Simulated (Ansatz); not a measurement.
`ClC[SiH2][SnH3]` → `Cl[CH2][SnH3]` + `[SiH2]`  (silylene formation by 1,1-elimination)

Computed with Ansatz on PBE0-D4/def2-TZVP structures; ΔE is electronic, products minus reactants. CBS: MP2 limit from def2 TZ/QZ plus the TZ coupled-cluster correction, frozen cores. This one scheme is used for every species. Functionals use def2-TZVPP. HSE06 is defined as in plane-wave codes. Elements past krypton have def2 core potentials. For Sn outer-core shells are correlated without core-valence functions, which leaves a few kJ/mol of doubt a bond. Each species was taken in one conformer, which may not be the lowest.

`ClC[SiH2][SnH3]`:

Cartesian coordinates in Å:
```
Cl -2.400 0.479 0.511
C -1.516 -0.031 -0.955
Si 0.292 0.508 -0.818
Sn 1.289 -0.391 1.364
H -2.014 0.424 -1.812
H -1.611 -1.114 -1.033
H 1.024 -0.024 -2.003
H 0.348 1.992 -0.856
H 0.848 0.568 2.702
H 0.744 -1.988 1.630
H 2.995 -0.423 1.270
```

`Cl[CH2][SnH3]`:

```xyz
8

Cl    0.614    0.223   -2.256
C     0.660    0.708   -0.542
Sn   -0.588   -0.589    0.648
H     0.319    1.740   -0.482
H     1.697    0.660   -0.214
H    -2.186   -0.476    0.069
H    -0.512   -0.082    2.279
H    -0.004   -2.182    0.498
```

`[SiH2]`:

Cartesian coordinates in Å:
```
Si 0.695 -0.150 0.024
H -0.118 1.093 -0.326
H -0.578 -0.943 0.302
```

```tsv
level	ΔE (kJ/mol)	difference from CCSD(T)/CBS
LDA (SPW92)	320.6	39.4
PBE-D4	293.0	11.8
B97M-V	276.7	-4.5
r2SCANh-D4	305.8	24.6
ωB97X-V	291.0	9.8
ωB97M-V	277.1	-4.1
PBE-QIDH	300.0	18.8
PBE	283.5	2.3
revPBE	266.2	-15.0
HSE06	292.4	11.2
RPA@PBE/def2-TZVPP	249.7	-31.5
MP2/def2-SVP	285.3	4.1
CCSD/def2-SVP	263.7	-17.5
MP2/def2-TZVPP	290.1	8.9
SCS-MP2/def2-TZVPP	275.2	-6.0
MP2/def2-QZVPP	295.7	14.5
CCSD(T)/CBS	281.2	0
```

Largest T1 diagnostic among the species: 0.014.

Leaving LDA and LC-ωPBE aside and taking each functional with its dispersion term where it has one, the values, not all of them listed here, spread over 39.1 kJ/mol, from BLYP-D4 to r2SCAN0-D4. LDA lies +37.1 kJ/mol from PBE without D4. At CCSD(T), def2-SVP lies −13.8 kJ/mol from the extrapolated value and def2-TZVPP −9.7 kJ/mol. The D4 term adds +15.5 kJ/mol with B3LYP and +8.6 kJ/mol with PBE0; it sums over pairs of atoms, weighted by their polarisabilities, and B3LYP, whose exchange is more repulsive, gets the larger term.

B3LYP here is the variant with VWN-RPA as its local correlation; programs differ in this.
